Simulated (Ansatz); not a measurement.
The lowest singlet and triplet of O3 (SMILES O=[O+][O-]); geometries from B3LYP-D3(BJ)/def2-TZVP, each state relaxed from the structure named, with no frequency check.
Singlet at the triplet's geometry (charge 0, multiplicity 1):
| atom | x (Å) | y (Å) | z (Å) |
|---|---|---|---|
| O | -1.1657 | -0.2101 | 0.0000 |
| O | -0.0083 | 0.3673 | 0.0000 |
| O | 1.1740 | -0.1573 | 0.0000 |

```tsv
level	gap E(singlet) − E(triplet), vertical, at the triplet's geometry (kcal/mol)	cost
R-SVWN5/def2-TZVPP	-20.82	×0.4
U-SVWN5/def2-TZVPP	-20.82	×0.6
R-PBE/def2-TZVPP	-19.33	×1
U-PBE/def2-TZVPP	-19.33	×1
R-r2SCAN/def2-TZVPP	-13.60	×2
U-r2SCAN/def2-TZVPP (spin-contaminated)	-13.93	×4
R-B3LYP/def2-TZVPP	-14.64	×0.5
U-B3LYP/def2-TZVPP (spin-contaminated)	-16.29	×1
R-PBE0/def2-TZVPP	-13.36	×0.7
U-PBE0/def2-TZVPP (spin-contaminated)	-16.77	×1
R-BHLYP/def2-TZVPP	-0.69	×1
U-BHLYP/def2-TZVPP (spin-contaminated)	-16.26	×2
R-wB97X-V/def2-TZVPP	-14.49	×3
U-wB97X-V/def2-TZVPP (spin-contaminated)	-19.10	×5
R-wB97M-V/def2-TZVPP	-16.61	×6
U-wB97M-V/def2-TZVPP (spin-contaminated)	-19.89	×8
R-B2PLYP/def2-TZVPP	-34.67	×2
U-B2PLYP/def2-TZVPP (spin-contaminated)	-20.97	×3
R-CCSDT/cc-pVDZ	-38.06	-
R-CCSDT(Q)/cc-pVDZ	-41.65	×20
SA-CASSCF(12,9)/cc-pVDZ	-37.19	-
SA-CASSCF(12,9)/cc-pVTZ	-38.82	-
SA-CASSCF(12,9)/cc-pVQZ	-39.29	-
SC-NEVPT2 on SA-CASSCF(12,9)/cc-pVDZ	-28.08	-
SC-NEVPT2 on SA-CASSCF(12,9)/cc-pVTZ	-28.79	-
SC-NEVPT2 on SA-CASSCF(12,9)/cc-pVQZ	-29.19	-
FIC-NEVPT4(SD) on SA-CASSCF(12,9)/cc-pVDZ	-27.97	-
FIC-NEVPT4(SD) on SA-CASSCF(12,9)/cc-pVTZ	-29.12	-
FIC-NEVPT4(SD) on SA-CASSCF(12,9)/cc-pVQZ	-29.64	-
FIC-MRCISD+Q on SA-CASSCF(12,9)/cc-pVDZ	-28.20	-
FIC-MRCISD+Q on SA-CASSCF(12,9)/cc-pVTZ	-29.70	-
FIC-MRCISD+Q on SA-CASSCF(12,9)/cc-pVQZ	-30.35	-
```

The rows run from -41.65 (R-CCSDT(Q)/cc-pVDZ) to -0.69 kcal/mol (R-BHLYP/def2-TZVPP). The 9 R-functionals in def2-TZVPP without D3 or D4 span 33.98, from R-B2PLYP to R-BHLYP.

A positive gap puts the triplet lower; no zero-point energy. R- takes a restricted singlet. U- takes an unrestricted singlet (broken symmetry where lower, unprojected). The triplet is unrestricted in single-reference levels. Active spaces average the two states.

Cores are frozen in the correlated methods.

Doubts at one or more of the structures used: a restricted determinant that unrestricted orbitals would lower (R-r2SCAN/def2-TZVPP, R-B3LYP/def2-TZVPP, R-PBE0/def2-TZVPP, R-BHLYP/def2-TZVPP, R-wB97X-V/def2-TZVPP, R-wB97M-V/def2-TZVPP, R-B2PLYP/def2-TZVPP, R-CCSDT/cc-pVDZ, R-CCSDT(Q)/cc-pVDZ); other coupled-cluster roots lie near (R-CCSDT/cc-pVDZ, R-CCSDT(Q)/cc-pVDZ).

Run with Ansatz (Gaussian orbitals). Values without a source in brackets are computed.

Costs are rough ratios of core time to R-PBE/def2-TZVPP (about 6 s over the structures, on one shared machine); a dash marks a level with no comparable run of its own.

Ansatz is a first-principles code.
